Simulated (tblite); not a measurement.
A geometry optimisation, step by step.

C4H9FO3Si.
Numbering: `[CH3:1][O:2][SiH2:3][O:4]/[C:5](=[CH:6]\[F:7])[O:8][CH3:9]` (hydrogens: H10, H11, H12 on C1; H13, H14 on Si3; H15 on C6; H16, H17, H18 on C9)

Computed with GFN2-xTB (tblite), gas phase: L-BFGS steps from a force-field or distance-geometry start until the largest atomic force falls under 0.01 eV/Å. 5 of its 151 geometries are shown.

Step 0: E = -866.7565 eV, largest atomic force 2.357 eV/Å
```
atom  x, y, z in Å  |  force x, y, z in eV/Å
C1      3.495    0.101   -0.461   -0.453  -0.369  -0.634
O2      2.207    0.413    0.053   -0.479  -1.786  -0.651
Si3     1.260   -0.959   -0.273   -0.789   1.187   0.385
O4     -0.411   -0.628   -0.495    0.803   0.375   0.997
C5     -1.257    0.046    0.359   -0.732  -0.727  -2.119
C6     -1.008    0.296    1.628    0.086   0.025   0.514
F7      0.174   -0.155    2.131   -0.458   0.433   0.310
O8     -2.457    0.508   -0.199    0.664  -0.256   0.256
C9     -3.532   -0.384   -0.523   -0.323  -0.117  -0.018
H10     3.826   -0.877   -0.067    0.206   0.593   0.043
H11     4.214    0.888   -0.261   -0.185   0.023   0.121
H12     3.345   -0.058   -1.554    0.745   0.386   0.523
H13     1.812   -1.512   -1.528   -0.839   0.175  -0.006
H14     1.567   -1.972    0.743   -0.322   0.194   0.044
H15    -1.699    0.850    2.268    0.646  -0.375  -0.067
H16    -4.376    0.237   -0.937    1.072  -0.401   0.336
H17    -3.238   -1.147   -1.268   -0.014   0.368   0.241
H18    -3.931   -0.907    0.373    0.370   0.271  -0.275
```

Step 38: E = -867.7244 eV, largest atomic force 0.120 eV/Å
```
atom  x, y, z in Å  |  force x, y, z in eV/Å
C1      3.410    0.139   -0.475    0.060  -0.011  -0.002
O2      2.015    0.148   -0.432    0.023  -0.082   0.024
Si3     1.043   -1.141   -0.436    0.063  -0.041   0.016
O4     -0.475   -0.562   -0.441    0.023  -0.034   0.008
C5     -1.210    0.126    0.433   -0.042  -0.031  -0.025
C6     -0.952    0.344    1.719    0.021   0.019  -0.003
F7      0.201   -0.046    2.306    0.067  -0.025  -0.064
O8     -2.372    0.616   -0.084   -0.074   0.039   0.081
C9     -3.260   -0.392   -0.544   -0.053  -0.045   0.011
H10     3.817   -0.702    0.088    0.018   0.014   0.048
H11     3.776    1.073   -0.050   -0.012   0.039   0.031
H12     3.758    0.056   -1.506   -0.027   0.005  -0.062
H13     1.057   -1.857   -1.709   -0.072   0.049   0.043
H14     1.284   -2.019    0.706    0.020   0.024  -0.020
H15    -1.607    0.879    2.382   -0.023   0.053  -0.022
H16    -4.087    0.119   -1.029    0.017   0.062  -0.043
H17    -2.773   -1.072   -1.243    0.064   0.028  -0.097
H18    -3.635   -0.969    0.304   -0.069  -0.061   0.075
```

Step 75: E = -867.7952 eV, largest atomic force 0.044 eV/Å
```
atom  x, y, z in Å  |  force x, y, z in eV/Å
C1      3.289    0.157   -0.444    0.008   0.007  -0.010
O2      1.896    0.071   -0.452    0.023   0.001   0.002
Si3     0.953   -1.234   -0.417    0.016   0.010   0.013
O4     -0.585   -0.703   -0.309   -0.004  -0.031   0.003
C5     -1.231    0.032    0.595    0.008  -0.004  -0.015
C6     -0.753    0.448    1.767   -0.034   0.003   0.005
F7      0.519    0.181    2.154   -0.030  -0.017  -0.028
O8     -2.496    0.409    0.269    0.016   0.020   0.009
C9     -3.208   -0.407   -0.649    0.012   0.016   0.008
H10     3.730   -0.584    0.226   -0.022   0.012  -0.010
H11     3.563    1.156   -0.103   -0.001   0.001  -0.015
H12     3.680   -0.004   -1.451    0.012  -0.003  -0.005
H13     0.854   -1.905   -1.708   -0.010  -0.002   0.013
H14     1.294   -2.122    0.687   -0.002  -0.021   0.015
H15    -1.310    1.045    2.463    0.004   0.012   0.037
H16    -3.953    0.241   -1.108   -0.004  -0.019   0.003
H17    -2.546   -0.818   -1.413   -0.011   0.023  -0.008
H18    -3.705   -1.223   -0.117    0.018  -0.008  -0.017
```

Step 112: E = -867.8460 eV, largest atomic force 0.022 eV/Å
```
atom  x, y, z in Å  |  force x, y, z in eV/Å
C1      3.113    0.184   -0.577    0.003  -0.001  -0.009
O2      1.738   -0.014   -0.452    0.005  -0.002  -0.010
Si3     0.914   -1.383   -0.225    0.009  -0.002  -0.001
O4     -0.647   -0.935   -0.073    0.000   0.007  -0.003
C5     -1.254   -0.085    0.752   -0.008  -0.001  -0.001
C6     -0.743    0.427    1.871   -0.003  -0.003   0.021
F7      0.502    0.080    2.286   -0.002   0.000   0.000
O8     -2.520    0.271    0.412   -0.002   0.008   0.020
C9     -3.010   -0.243   -0.813   -0.008   0.004  -0.018
H10     3.652   -0.280    0.251   -0.001   0.004   0.002
H11     3.298    1.259   -0.571    0.003   0.000  -0.001
H12     3.477   -0.241   -1.515    0.004  -0.011  -0.007
H13     0.783   -2.178   -1.440    0.006   0.001   0.001
H14     1.390   -2.143    0.923    0.003   0.010   0.009
H15    -1.250    1.115    2.520   -0.005  -0.008   0.006
H16    -4.033    0.121   -0.888    0.009  -0.009   0.000
H17    -2.420    0.123   -1.657    0.003  -0.004  -0.007
H18    -2.997   -1.336   -0.816   -0.016   0.007  -0.003
```

Step 150: E = -867.8514 eV, largest atomic force 0.009 eV/Å
```
atom  x, y, z in Å  |  force x, y, z in eV/Å
C1      3.153    0.165   -0.656   -0.003  -0.001  -0.004
O2      1.778    0.022   -0.463    0.000  -0.002   0.003
Si3     0.935   -1.325   -0.181    0.001  -0.001  -0.002
O4     -0.624   -0.861   -0.078    0.002  -0.001   0.005
C5     -1.289   -0.096    0.785    0.002   0.001  -0.001
C6     -0.829    0.363    1.948   -0.002   0.002   0.002
F7      0.428    0.060    2.363    0.004  -0.001  -0.001
O8     -2.564    0.221    0.437    0.001   0.004  -0.002
C9     -2.998   -0.224   -0.836    0.000  -0.008  -0.002
H10     3.708   -0.214    0.204   -0.004   0.007  -0.005
H11     3.365    1.227   -0.785    0.000  -0.003   0.004
H12     3.474   -0.379   -1.548    0.005  -0.004   0.004
H13     0.816   -2.169   -1.365   -0.002   0.000  -0.003
H14     1.395   -2.041    1.000    0.006   0.000  -0.002
H15    -1.384    0.978    2.630   -0.008   0.001   0.002
H16    -4.023    0.127   -0.928    0.003   0.005   0.000
H17    -2.382    0.201   -1.633   -0.002   0.004   0.000
H18    -2.967   -1.314   -0.905   -0.002  -0.002   0.003
```

Question: Summarise the path.

Answer: The energy falls by 105.65 kJ/mol from step 0 to step 150; nine tenths of that is first reached at step 45. It rises by more than 0.2 meV at step 85. The largest force goes from 2.357 to 0.009 eV/Å. Among the bonds Si3–O4 changes most, from 1.718 to 1.630 Å; the atoms move by 0.809 Å rms after alignment.

The cost below is that of the whole relaxation. Hardware: Arm Neoverse N1, one thread, shared host with 64 logical CPUs at a one-minute load of 61. Cost: 2.0 s of wall time.
